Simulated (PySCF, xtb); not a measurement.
Al(All)(F)(OH) (C3H6AlFO), SMILES C([CH2][Al]([OH])[F])=C. One conformer was computed; it need not be the lowest.

Harmonic wavenumbers (cm⁻¹) from GFN2-xTB in xtb 6.7.1 at its own minimum, in rising order: 34, 58, 107, 170, 194, 245, 315, 400, 433, 509, 648, 664, 752, 874, 929, 944, 1006, 1016, 1092, 1168, 1293, 1402, 1436, 1691, 2931, 2944, 3038, 3097, 3127, 3783.

**Question.** What does PBE-D3(BJ)/def2-SVP (PySCF) give at its own minimum? (The exact figures need the calculation; the answer reports its results.)

**Answer.** 36, 67, 142, 193, 230, 240, 342, 408, 547, 591, 653, 690, 814, 859, 904, 913, 966, 985, 999, 1152, 1267, 1359, 1384, 1621, 3018, 3063, 3071, 3108, 3176, 3810. Paired by order, the mean absolute difference is 40 cm⁻¹ and the zero-point energies are 51.9 and 52.3 kcal/mol.
